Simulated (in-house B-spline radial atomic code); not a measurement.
Successive ionisation energies of bismuth; each step leads to the configuration of the next row (after the last: [Kr] 4d7). Dirac energy differences include first-order Breit, QED and recoil terms. NIST's values go from ground level to ground level; the uncertainty of those that are theory runs from under 0.1 % in few-electron ions to several per cent in heavy many-electron ones. Computed with a radial B-spline atomic code at the basis-set limit: Dirac-Hartree-Fock, average of the configuration, finite nuclei.

| ion | configuration | ionisation energy (eV) | tabulated value (eV) | tabulated kind | computed minus tabulated (eV) | highest orbital | largest mean radius (bohr) |
| --- | --- | --- | --- | --- | --- | --- | --- |
| Bi28+ | [Kr] 4d10 4f9 | 992.9 | 990 | tabulated theory | 2.9 | 4f7/2 | 0.40271 |
| Bi29+ | [Kr] 4d10 4f8 | 1048.9 | 1060 | tabulated theory | -11.1 | 4f7/2 | 0.39971 |
| Bi30+ | [Kr] 4d10 4f7 | ? | ? | tabulated theory | ? | ? | ? |
| Bi31+ | [Kr] 4d10 4f6 | 1164.4 | 1180 | tabulated theory | -15.6 | 4f7/2 | 0.39375 |
| Bi32+ | [Kr] 4d10 4f5 | 1223.7 | 1250 | tabulated theory | -26.3 | 4f7/2 | 0.3908 |
| Bi33+ | [Kr] 4d10 4f4 | 1284.2 | 1310 | tabulated theory | -25.8 | 4f7/2 | 0.38787 |
| Bi34+ | [Kr] 4d10 4f3 | 1345.7 | 1380 | tabulated theory | -34.3 | 4f7/2 | 0.38497 |
| Bi35+ | [Kr] 4d10 4f2 | 1408.2 | 1440 | tabulated theory | -31.8 | 4f7/2 | 0.38209 |
| Bi36+ | [Kr] 4d10 4f1 | ? | ? | tabulated theory | ? | ? | ? |
| Bi37+ | [Kr] 4d10 | ? | ? | tabulated theory | ? | ? | ? |
| Bi38+ | [Kr] 4d9 | 1856.4 | 1840 | tabulated theory | 16.4 | 4d5/2 | 0.37525 |
| Bi39+ | [Kr] 4d8 | 1917.7 | 1902 | tabulated theory | 15.6 | 4d5/2 | 0.37338 |

(1) Fill in the row of Bi30+.

(2) Fill in the row of Bi36+.

(3) Fill in the row of Bi37+.

Where a p, d or f electron is removed, the computed value is a mean over both j, so it misses the tabulated one by a part of the spin-orbit splitting; averaging over terms and missing correlation add to the gap, relatively most at low charge.

## Answers

(1) ionisation energy (eV): 1106.1; tabulated value (eV): 1120; computed minus tabulated (eV): -13.9; highest orbital: 4f7/2; largest mean radius (bohr): 0.39672.

(2) ionisation energy (eV): 1471.8; tabulated value (eV): 1500; computed minus tabulated (eV): -28.2; highest orbital: 4f7/2; largest mean radius (bohr): 0.37932.

(3) ionisation energy (eV): 1795.8; tabulated value (eV): 1784; computed minus tabulated (eV): 11.8; highest orbital: 4d5/2; largest mean radius (bohr): 0.37714.
